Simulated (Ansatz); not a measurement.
Ansatz (an electronic-structure program) input:

Ansatz 0.2 input:
```yaml
crystal:
  periodic: [false, false, false]
  atoms:
    - {symbol: C, position_ang: [1.06085905, -0.42805695, 0.10006768]}
    - {symbol: N, position_ang: [0.05980472, 0.40121170, 0.30230693]}
    - {symbol: C, position_ang: [-1.09733299, 0.18336432, -0.28443987]}
    - {symbol: H, position_ang: [2.00738854, -0.23630265, 0.58947749]}
    - {symbol: H, position_ang: [0.97173244, -1.30615331, -0.54587194]}
    - {symbol: H, position_ang: [-1.26660063, -0.67202789, -0.94465758]}
    - {symbol: H, position_ang: [-1.91230969, 0.87415778, -0.10886333]}
basis:
  gaussian:
    orbitals: 6-31G*
magnetization: {spin_polarized: true, initial_magnetization: 1}
correlation: {method: ccsd_t, electrons: outside_noble_gas}
```

Q: Predict the final energy.

A: -132.88513 Eh (CCSD(T)/6-31G*).

It need not be the lowest isomer of its formula.

The determinant is spin-contaminated: <S^2> is 0.97 against 0.75 for a pure state.
